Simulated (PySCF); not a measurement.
Correlation energy of Ne⁺ (neon, charge +1)

[He] 2s2 2p5, 2P determinant. Computed with PySCF 2.14 in cc-pVDZ-DK (3s2p1d, 14 functions), with the spin-free X2C one-electron Hamiltonian (Gaussian nucleus). Frozen: 1s2; 7 electrons correlated.

MP2 pair energies summed by pair of shells (mhartree):

| pair | energy | share (%) |
| --- | --- | --- |
| 2p-2p | -86.57 | 64.6 |
| 2s-2p | -40.12 | 29.9 |
| 2s-2s | -7.29 | 5.4 |

Total MP2 correlation energy: -133.97 mhartree.

Same-spin part -33.66 and opposite-spin part -100.31 mhartree; SCS-MP2 scales them by 1/3 and 6/5 to -131.59 mhartree.

```csv
level,correlation energy (mhartree)
CCSD,-144.24
(T),-1.02
CCSD(T),-145.26
```

Diagnostics: T1 = 0.0031, D1 = 0.0051, largest double amplitude 0.038.

Cost of the coupled-cluster step: 0.08 s of wall time on 1 thread of Neoverse-V1 (shared host), for 7 correlated electrons.
